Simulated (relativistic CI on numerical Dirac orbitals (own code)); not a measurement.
## How well does a small relativistic CI reproduce Tb I?

Method of calculation: Dirac-Coulomb-Breit CI, KLI orbitals optimised for each configuration, model QED (radiative potential, 1s self-energy scaled to tabulated hydrogen-like ionisation energies), valence Slater integrals scaled by 0.85, P86 correlation energy added to each configuration (own radial code, finite nucleus).

Configuration list (outside the closed core [Xe]): 4f9 6s2, 4f8 6s2 5d, 4f9 6s 5d, 4f9 6s 7s, 4f10 5g, 4f8 6s2 8s, 4f9 7s2, 4f11. Levels of other configurations are missing.

| Configuration | Term (tabulated) | J | Measured (cm⁻¹) | Computed | Error | Purity (%) |
| --- | --- | --- | --- | --- | --- | --- |
| 4f9 6s2 | 6H° | 15/2 | 0.0 | 0 | 0 | 93 |
| 4f8 6s2 5d | 8G | 13/2 | 285.5 | -16507 | -16792 | 60 |
| 4f8 6s2 5d | 8G | 15/2 | 462.1 | -16312 | -16774 | 91 |
| 4f8 6s2 5d | 8G | 7/2 | 2419.5 | -14259 | -16678 | 57 |
| 4f9 6s2 | 6H° | 13/2 | 2771.7 | 2877 | 105 | 96 |
| 4f8 6s2 5d | 8G | 5/2 | 3174.6 | -13515 | -16690 | 71 |
| 4f8 6s2 5d | 8G | 3/2 | 3705.8 | -12964 | -16670 | 83 |
| 4f8 6s2 5d | 8F | 13/2 | 3719.7 | -13412 | -17132 | 64 |
| 4f8 6s2 5d | 8G | 1/2 | 4018.2 | -12627 | -16646 | 91 |
| 4f8 6s2 5d | 8H | 17/2 | 4646.8 | -12235 | -16882 | 95 |
| 4f9 6s2 | 6H° | 11/2 | 4670.4 | 4844 | 174 | 94 |
| 4f8 6s2 5d | 8H | 15/2 | 5425.1 | -11152 | -16577 | 81 |
| 4f8 6s2 5d | 8D | 3/2 | 5484.0 | -9605 | -15089 | 75 |
| 4f9 6s2 | 6H° | 9/2 | 6174.9 | 6367 | 192 | 93 |
| 4f8 6s2 5d | 8F † | 1/2 | 6259.1 | -10846 | -17106 | 91 |
| 4f8 6s2 5d | 8H | 13/2 | 6351.8 | -10263 | -16615 | 83 |
| 4f8 6s2 5d | 8F † | 3/2 | 6849.7 | -11235 | -18084 | 65 |
| 4f8 6s2 5d | 8H | 11/2 | 6988.8 | -9646 | -16635 | 81 |
| 4f8 6s2 5d | 8H | 9/2 | 7441.0 | -9146 | -16587 | 84 |
| 4f8 6s2 5d | 8H | 7/2 | 7839.8 | -8750 | -16590 | 87 |
| 4f8 6s2 5d | 8H | 5/2 | 8130.7 | -8452 | -16582 | 89 |
| 4f8 6s2 5d | 8H | 3/2 | 8336.3 | -8241 | -16577 | 91 |

Measured levels from NIST Handbook of Basic Atomic Spectroscopic Data (Sansonetti and Martin, J. Phys. Chem. Ref. Data 34, 1559 (2005)); pairs were made by configuration, J and term (by order where the table uses no LS term), so strongly mixed levels may be paired wrongly.

Mean error by configuration (cm⁻¹): 4f8 6s2 5d -16595; 4f9 6s2 157. Over the excited levels the mean absolute error is 13999 cm⁻¹ (21 of the 35 excited levels that our extract of the source holds in range could be paired, and the others can miss by more), and the median relative error of those above 1,000 cm⁻¹ is 260 %. Some levels of the ground configuration have no partner. † marks terms whose computed intervals miss the measured ones by more than a factor of 2.5, or configurations far off the rest, from wrong mixing, a near crossing or a doubtful label or measurement; they are left out of the means.
